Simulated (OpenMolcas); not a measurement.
Computed levels of 3s2 3p3 in ions with 15 electrons, in cm-1 above 4S* 3/2.

| Quantity | Value |
| --- | --- |
| Program | OpenMolcas |
| Method | CASSCF |
| Basis | ANO-RCC-VQZP |
| Scalar Hamiltonian | DKH2, point nucleus |
| Spin-orbit coupling | RASSI with atomic mean-field integrals over the reference wave functions, term energies averaged over their components |

Active space for each ion: 5 electrons in 4 orbitals (3s 3p).

```tsv
Level	P	S+	Ar3+
2D* 3/2	15336	19208	26000
2D* 5/2	15347	19240	26149
2P* 1/2	20715	26241	36343
2P* 3/2	20720	26264	36488
```

Task: Estimate 2D* 3/2, 2D* 5/2 for Cl2+ from its neighbours S+ and Ar3+.

Result: 2D* 3/2 is another term, which grows about linearly with the charge: (19208 + 26000) / 2 = 22604. The calculation gives 22740, so the estimate is off by -0.6 %; the measured value is 18053 (Moore, Atomic Energy Levels, vol. I, NSRDS-NBS 35 (1971 reprint of NBS Circular 467, 1949)).
2D* 5/2 is another term, which grows about linearly with the charge: (19240 + 26149) / 2 = 22694. The calculation gives 22813, so the estimate is off by -0.5 %; the measured value is 18120 (Moore, Atomic Energy Levels, vol. I, NSRDS-NBS 35 (1971 reprint of NBS Circular 467, 1949)).

Without dynamic correlation excited terms often stand tens of per cent too high (terms of higher spin than the ground term too low), and those without a measured partner can miss by more than the paired ones (holds for P; S+). No level of 3s 3p4 was computed, though it lies in the active space (holds for P). Measured partners are found by configuration, term and J. A level has none where our copy of the source lacks it or the pairing is in doubt (some pairs that miss far off the trend of their configuration count as doubtful), and it then counts in no deviation. Levels of configurations outside the active space are missing.

* marks odd parity.
